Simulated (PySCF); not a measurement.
O2S, charge +1, doublet, geometry from GFN2-xTB (a state made from the parent by changing its charge; the spin is typed, not shown lowest); PBE0/STO-3G in PySCF.

PySCF was given this input:
```python
from pyscf import gto, scf, dft

mol = gto.M(
    atom='''
S     0.01164702   -0.00345740    0.31572720
O    -0.03156227    1.26296905   -0.30120014
O     0.00826823   -1.25605426   -0.33025426
''',
    basis='sto-3g',
    charge=1,
    spin=1,
    verbose=4,
)

mf = dft.UKS(mol)
mf.xc = 'pbe0'
mf.grids.atom_grid = (99, 590)
mf.grids.prune = None
mf.kernel()
```

Problem. Write the output that PySCF gives for this input, abridged.

Solution. 
```
PySCF version 2.14.0

[INPUT] verbose = 4
[INPUT] num. atoms = 3
[INPUT] num. electrons = 31
[INPUT] charge = 1
[INPUT] spin (= nelec alpha-beta = 2S) = 1
[INPUT] symmetry False subgroup None
[INPUT] Mole.unit = angstrom
[INPUT] Symbol           X                Y                Z      unit          X                Y                Z       unit  Magmom
[INPUT]  1 S      0.011647020000  -0.003457400000   0.315727200000 AA    0.022009677967  -0.006533539103   0.596637938076 Bohr   0.0
[INPUT]  2 O     -0.031562270000   1.262969050000  -0.301200140000 AA   -0.059644046170   2.386665608302  -0.569185773281 Bohr   0.0
[INPUT]  3 O      0.008268230000  -1.256054260000  -0.330254260000 AA    0.015624690235  -2.373598548993  -0.624090102871 Bohr   0.0

nuclear repulsion = 109.563088799609
number of shells = 11
number of NR pGTOs = 57
number of NR cGTOs = 19
basis = sto-3g
ecp = {}

******** <class 'pyscf.dft.uks.UKS'> ********
method = UKS
initial guess = minao
damping factor = 0
level_shift factor = 0
DIIS = <class 'pyscf.scf.diis.CDIIS'>
diis_start_cycle = 1
diis_space = 8
diis_damp = 0
SCF conv_tol = 1e-09
SCF conv_tol_grad = None
SCF max_cycles = 50
direct_scf = True
direct_scf_tol = 1e-13
number electrons alpha = 16  beta = 15
XC library pyscf.dft.libxc version 7.1.2
    S. Lehtola, C. Steigemann, M. J. T. Oliveira, and M. A. L. Marques,  SoftwareX 7, 1–5 (2018)
XC functionals = pbe0
    C. Adamo and V. Barone,  J. Chem. Phys. 110, 6158 (1999)
    M. Ernzerhof and G. E. Scuseria,  J. Chem. Phys. 110, 5029 (1999)
radial grids:
    Treutler-Ahlrichs [JCP 102, 346 (1995); DOI:10.1063/1.469408] (M4) radial grids

becke partition: Becke, JCP 88, 2547 (1988); DOI:10.1063/1.454033
pruning grids: None
grids dens level: 3
symmetrized grids: False
atomic radii adjust function: <function treutler_atomic_radii_adjust>
User specified grid scheme (99, 590)
small_rho_cutoff = 0
Set gradient conv threshold to 3.16228e-05
tot grids = 175232
init E= -542.527785897243

cycle= 1 E= -541.070583942859  delta_E= 1.46  |g|= 0.621  |ddm|= 2.24
cycle= 2 E= -540.967243949256  delta_E= 0.103  |g|= 0.704  |ddm|= 2.05
cycle= 3 E= -541.35798267319  delta_E= -0.391  |g|= 0.0129  |ddm|= 1.16
cycle= 4 E= -541.35830864925  delta_E= -0.000326  |g|= 0.00437  |ddm|= 0.0484
cycle= 5 E= -541.358336710737  delta_E= -2.81e-05  |g|= 0.000574  |ddm|= 0.0152
cycle= 6 E= -541.358337389622  delta_E= -6.79e-07  |g|= 0.000391  |ddm|= 0.00209
cycle= 7 E= -541.358337118843  delta_E= 2.71e-07  |g|= 0.000861  |ddm|= 0.00128
cycle= 8 E= -541.358337544674  delta_E= -4.26e-07  |g|= 3.17e-05  |ddm|= 0.00102
cycle= 9 E= -541.358337546052  delta_E= -1.38e-09  |g|= 4.35e-06  |ddm|= 0.000106
cycle= 10 E= -541.358337546067  delta_E= -1.48e-11  |g|= 7.82e-07  |ddm|= 9.43e-06
Extra cycle  E= -541.358337546067  delta_E=    0  |g|= 1.04e-06  |ddm|= 2.51e-06
converged SCF energy = -541.358337546067  <S^2> = 0.75697143  2S+1 = 2.0069593
```
